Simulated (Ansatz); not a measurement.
CH₃F₂NbS, SMILES `[CH3][Nb]([F])([F])=[S]`. Total charge 0; spin multiplicity 1. Nb: def2 effective core potential.

Cartesian coordinates in Å:
```
C 0.1576 1.1016 -0.1488
Nb -0.0381 -0.9937 0.1206
F 0.5098 -1.8053 -1.4545
F 0.9022 -1.4413 1.6553
S -2.1301 -1.2675 0.4166
H 1.2182 1.3286 -0.3138
H -0.4244 1.4383 -1.0110
H -0.1952 1.6392 0.7356
```

Task: What are the harmonic wavenumbers in cm⁻¹ at PBE0-D4/def2-TZVP (Ansatz, finite differences of forces, unscaled)? (Best estimate.)

Result: The calculation gave: 123, 158, 161, 174, 190, 193, 537, 552, 576, 631, 697, 724, 1189, 1401, 1408, 3023, 3117, 3136.

Task: Is this a minimum?

Result: Yes, all 18 modes are real.

Task: Give the ideal-gas thermochemistry at 298.15 K and 1 bar (rigid rotor, harmonic oscillator; point group Cs, symmetry number 1).

Result: Zero-point energy 107.6 kJ/mol; H(298) − E = 129.7 kJ/mol; entropy 363.6 J/(mol·K), of which translation 173.5, rotation 116.2, vibration 73.9; G(298) − E = 21.3 kJ/mol.

Task: Rotational constants (cm⁻¹)?

Result: 0.09117, 0.06774, 0.06577.
